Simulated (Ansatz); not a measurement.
Relaxed structures of CH3SSe (charge -1), closed shell (PBE0-D4/def2-TZVPD; forces vanish, vibrations not checked; lower isomers may exist, and structures with a doubtful reference or unclear bonds are left out; Å). Ansatz 0.2.0; basis: def2-TZVPPD; cores frozen in the correlated methods. Filled d shells of the heavier atoms are correlated. The def2 sets are not built for correlating such inner shells, so the correlated values are less sure here.

Q: Rank them by CCSD(T) energy, lowest first, and give each one's height above the lowest. Links in brackets join atoms within 1.22 times the sum of their covalent radii (1.1 for two metals). (Judge from chemistry; the value comes from the calculation.)
A.
CH₃SSe ([CH2][SeH][S]), total charge -1
```
6
angstrom
C -0.2444 0.5198 -0.3111
Se 1.1369 0.0819 0.8485
S 1.5120 -2.0189 1.3709
H -1.1546 0.5548 0.2954
H 2.2354 0.2415 -0.1371
H -0.3420 -0.2127 -1.1175
```
B.
CH₃SSe ([CH3][Se][S]), total charge -1
```
6
angstrom
C -0.3754 0.4156 -0.3291
Se 1.3894 0.0668 0.4397
S 1.0731 -1.9192 1.2956
H -1.1232 0.3919 0.4652
H -0.3604 1.4010 -0.8055
H -0.6035 -0.3562 -1.0659
```
C.
CH₃SSe ([SH][CH2][Se]), total charge -1
```
6
angstrom
C -0.0097 -0.5000 0.0229
Se 1.4670 0.1204 1.1312
S -0.8243 0.7979 -0.9901
H -0.7797 -0.9549 0.6459
H -0.4296 1.8203 -0.2121
H 0.3394 -1.2408 -0.6990
```

A: The calculation gives: B (0.0 kJ/mol), C (22.7 kJ/mol), A (216.2 kJ/mol). Heights count from the lowest.

The T1 diagnostic stays at or below 0.016.

For scale, one of the runs: CCSD(T)/def2-TZVPPD, 196 basis functions, launched by `ansatz run in.yaml --threads 2 --pin off --events-out ev --progress --plain --max-ram 4352MiB`. Hardware: 2 CPU threads of an Intel Xeon, shared host. Wall time 47 s; peak host memory 2.4 GiB.
